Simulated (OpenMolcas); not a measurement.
A calculation on O.

```
Program             : OpenMolcas 26.06
Method              : XMS-RASPT2, IPEA 0.25 Eh, imaginary shift 0.1 Eh (closed shells correlated: 1s)
Basis               : ANO-RCC-VTZP [4s3p2d1f]
Scalar Hamiltonian  : DKH2, point nucleus
Active space        : 6 electrons in 9 orbitals (RAS2 2s 2p; RAS3 3d, at most 2 electrons)
State averaging     : 2S+1 = 3 even, 3 roots; 2S+1 = 1 even, 6 roots
Spin-orbit coupling : state interaction with AMFI integrals over the reference wave functions, term energies averaged over their components
```

Task: Which level of the active space comes out lowest?

Result: 2s² 2p⁴ ³P₂, with 100 % of that term; it is also the measured ground level.

Task: How high does 2s² 2p⁴ ¹D₂ lie?

Result: 16150 cm⁻¹ above the lowest level; measured 15868 cm⁻¹ above the ground level, so the calculation is off by +2 %.

Task: How high does 2s² 2p⁴ ³P₀ lie?

Result: 221 cm⁻¹ above the lowest level; measured 227 cm⁻¹ above the ground level, so the calculation is off by -3 %.

Task: How high does 2s² 2p⁴ ³P₁ lie?

Result: 148 cm⁻¹ above the lowest level; measured 158 cm⁻¹ above the ground level, so the calculation is off by -6 %.

Measured values: NIST Handbook of Basic Atomic Spectroscopic Data.

CASPT2 does not keep the components of a term degenerate, so their means are used; among the terms shown or strongly mixed into the levels shown the widest spread is 400 cm-1 (2s² 2p⁴ ¹D). Active for correlation alone: 3d; no level in the range computed is led by a configuration that fills it, so any true level of that kind is missing. Computed and measured levels are paired by configuration, term and J; levels that our copy of the source lacks, or whose pairing is in doubt (as where it misses far off the trend of its configuration), stay unpaired and out of the deviations. Levels of configurations outside the active space are missing.
